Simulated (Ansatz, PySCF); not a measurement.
Molecule: InCl$_{2}$, net charge -1, singlet state. 
Coordinates optimised at B3LYP-D3(BJ)/def2-TZVP (Ansatz, a program for electronic structure):
```xyz
3

In     0.6735     0.0382    -0.0803
Cl    -1.2140     1.4063    -1.2300
Cl    -0.7273    -1.5164     1.4616
```
Charge -1, spin multiplicity 1.

Total electronic energies in hartree. Cores are frozen in the correlated levels unless marked. Spin-orbit coupling is left out. The frozen core is the preceding noble-gas configuration, with the filled d and f shells of earlier blocks. In def2 rows, elements after Kr have scalar-relativistic effective core potentials. STO-3G rows are all-electron and non-relativistic. Basis-set limits of correlation are two-point, X^-3; Hartree-Fock from the larger set.

| level | program | energy (Eh) |
|---|---|---|
| HF-D4/def2-TZVPD | PySCF + dftd4 | -1108.43861 |
| RI-HF/def2-TZVPP | Ansatz | -1108.42473 |
| BLYP/def2-TZVPD | PySCF | -1110.73261 |
| M06-L/def2-TZVPD | PySCF | -1110.90262 |
| r2SCAN-D3(BJ)/def2-TZVPD | Ansatz + dftd3 | -1110.78286 |
| B3LYP-D4/def2-TZVPD | Ansatz + dftd4 | -1110.88193 |
| PBE0-D3(BJ)/def2-TZVPD | Ansatz + dftd3 | -1110.47042 |
| PBE0-D4/def2-TZVP | Ansatz + dftd4 | -1110.46554 |
| r2SCAN0-D4/def2-TZVPD | Ansatz + dftd4 | -1110.74072 |
| PW6B95-D3(BJ)/def2-TZVPD | PySCF + dftd3 | -1111.59794 |
| PW6B95-D4/def2-TZVPD | PySCF + dftd4 | -1111.59753 |
| PW6B95/def2-TZVPD | PySCF | -1111.59537 |
| MN15/def2-TZVPD | PySCF | -1110.17301 |
| HSE06-D4/def2-TZVPD | Ansatz + dftd4 | … |
| B2PLYP-D4/def2-TZVPD | Ansatz + dftd4 | … |
| MP2/def2-TZVPP | Ansatz | -1108.86624 |
| SCS-MP2/def2-SVP | Ansatz | -1108.39515 |
| SCS-MP2/def2-QZVPPD | Ansatz | -1108.94222 |
| CCSD/def2-SVPD | Ansatz | -1108.50746 |
| CCSD/def2-TZVPP | Ansatz | -1108.90416 |
| CCSD(T)/STO-3G | Ansatz | -6592.13027 |
| CCSD(T)/def2-QZVPPD | Ansatz | -1109.00320 |
| CCSD(T)/CBS(def2-TZVPPD,def2-QZVPPD) | Ansatz | -1109.0352 |

Problem. Complete the blanks.

Solution. 
- HSE06-D4/def2-TZVPD, energy (Eh): -1110.45402
- B2PLYP-D4/def2-TZVPD, energy (Eh): -1110.23346
